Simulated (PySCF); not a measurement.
C3H8OSSi, SMILES C([SiH2]SC)(C)=O, GFN2-xTB optimised geometry.

```
14

C      2.85    -0.94    -0.38
S      1.05    -1.16    -0.50
Si     0.42     0.82     0.00
C     -1.50     0.82     0.00
C     -2.23    -0.49     0.02
O     -2.06     1.89     0.00
H      3.31    -1.89    -0.62
H      3.17    -0.18    -1.09
H      3.12    -0.64     0.63
H      0.92     1.15     1.33
H      0.93     1.77    -0.99
H     -1.96    -1.02     0.94
H     -3.31    -0.34    -0.02
H     -1.89    -1.10    -0.81
```

Density from PBE0/def2-TZVP run with PySCF at that geometry.

Minimum of the electron density along straight lines between bonded atoms, close to the bond critical point (lines longer than 1.1 times the sum of covalent radii, or with two minima, are not listed):

| bond | length / Å | ρ at the minimum / e bohr⁻³ | ∇²ρ there / e bohr⁻⁵ | position (fraction from the first atom) |
|---|---|---|---|---|
| C1–S2 | 1.817 | 0.177 | -0.28 | 0.47 |
| S2–Si3 | 2.141 | 0.100 | 0.10 | 0.64 |
| Si3–C4 | 1.919 | 0.118 | 0.14 | 0.38 |
| C4–C5 | 1.499 | 0.265 | -0.70 | 0.51 |
| C4–O6 | 1.209 | 0.419 | 0.03 | 0.33 |
| C1–H7 | 1.084 | 0.283 | -0.99 | 0.65 |
| C1–H8 | 1.085 | 0.284 | -0.99 | 0.65 |
| C1–H9 | 1.085 | 0.284 | -0.99 | 0.65 |
| Si3–H10 | 1.462 | 0.125 | 0.18 | 0.49 |
| Si3–H11 | 1.459 | 0.127 | 0.18 | 0.49 |
| C5–H12 | 1.089 | 0.275 | -0.94 | 0.64 |
| C5–H13 | 1.088 | 0.280 | -0.97 | 0.65 |
| C5–H14 | 1.088 | 0.276 | -0.94 | 0.64 |
